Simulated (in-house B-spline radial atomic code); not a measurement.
Settings and results of a run for Te4+ (an excited or competing configuration). Method: Dirac-Hartree-Fock, average of the jj configuration, Fermi nucleus of rms radius 4.7423 fm. Calculated with a B-spline radial code for spherical atoms.

In the input, a minus or plus after the letter marks the j = l - 1/2 or j = l + 1/2 subshell.

Command:
```bash
python run_scf.py task.json out
```
Settings (nuclear radius in fm, mass in u):
```
Z                52
configuration    1s2 2s2 2p6 3s2 3p6 3d10 4s2 4p6 4d-3 4d+6 5s2 9p+1
hamiltonian      dirac
method           hf
spin_polarised   False
nucleus          fermi
rms_radius       4.7423
atomic_mass      129.90622
speed_of_light   137.035999084
```

Output (hartree, bohr):
```
 radial grid: 81 intervals, B-splines of order 8, outer radius 60 bohr

 iter        energy (Eh)    residual
    1       -6770.135321    7.01e-01
    2       -6783.579452    4.13e-01
    3       -6786.911602    1.26e-01
    4       -6787.214091    4.21e-02
    5       -6787.241606    1.42e-02
    6       -6787.246491    1.54e-03
    7       -6787.246526    4.43e-04
    8       -6787.246529    4.81e-05
    9       -6787.246529    1.48e-06
   10       -6787.246529    1.02e-07

 total energy                     -6787.24653
 kinetic                            7178.4771
 electron-nucleus                 -16381.6745
 electron-electron                  2415.9509

 first-order corrections (not in the total)
   Gaunt                             5.6441
   retardation                      -0.5798
   frequency dependence             -0.0528
   self-energy                       3.8391
   Uehling                          -0.5160
   Wichmann-Kroll                    0.0114
   recoil                            0.0194

 orbital      occ     eigenvalue          <r>       <r^2>       <1/r>     <1/r^2>     <1/r^3>       r_max    small
 1s1/2      2.000     -1178.3447    0.0278053  0.00104766     55.5739     6713.05           -     0.01794  3.66e-02
 2s1/2      2.000      -186.2751     0.119258   0.0168362     12.9656     785.364           -      0.1014  7.83e-03
 2p1/2      2.000      -174.1647      0.10091   0.0125268      12.909     251.234           -     0.07804  7.82e-03
 2p3/2      4.000      -164.0502      0.10645   0.0138121     11.9518      194.57     4892.89      0.0827  7.44e-03
 3s1/2      2.000       -40.5073     0.320076    0.117212      4.6288     157.877           -      0.2919  2.32e-03
 3p1/2      2.000       -35.4848     0.311054    0.112403     4.52736     50.4398           -      0.2789  2.25e-03
 3p3/2      4.000       -33.5484     0.322136    0.120371     4.29561       39.54     940.798      0.2892  2.15e-03
 3d3/2      4.000       -24.7940     0.293955    0.102328     4.13051     21.4577     148.376      0.2362  2.02e-03
 3d5/2      6.000       -24.4172     0.297015    0.104266     4.07538     20.7558     138.198       0.239  1.99e-03
 4s1/2      2.000        -9.3947     0.760461    0.651812     1.82961     32.6386           -      0.6991  6.34e-04
 4p1/2      2.000        -7.5101     0.797083    0.722054     1.71727     10.0333           -      0.7202  5.73e-04
 4p3/2      4.000        -7.2056     0.822403    0.768406     1.64862     7.97227     174.013       0.743  5.47e-04
 4d3/2      3.000        -4.2260      0.92797    0.998765     1.41836     3.69522     21.6009      0.7973  4.24e-04
 4d5/2      6.000        -4.1759     0.938497     1.02075     1.39688     3.53912     19.6914      0.8056  4.13e-04
 5s1/2      2.000        -2.5171      1.81193     3.65611    0.718858     5.70356           -       1.665  1.37e-04
 9p3/2      1.000        -0.2690       13.805     212.306    0.100325   0.0672999     1.23901       15.29  9.41e-06
```

Run time, properties included: 1.3 s on 1 thread of Arm Neoverse V2 (shared host).

For the Dirac Hamiltonian the kinetic term is c α·p + (β - 1)c².
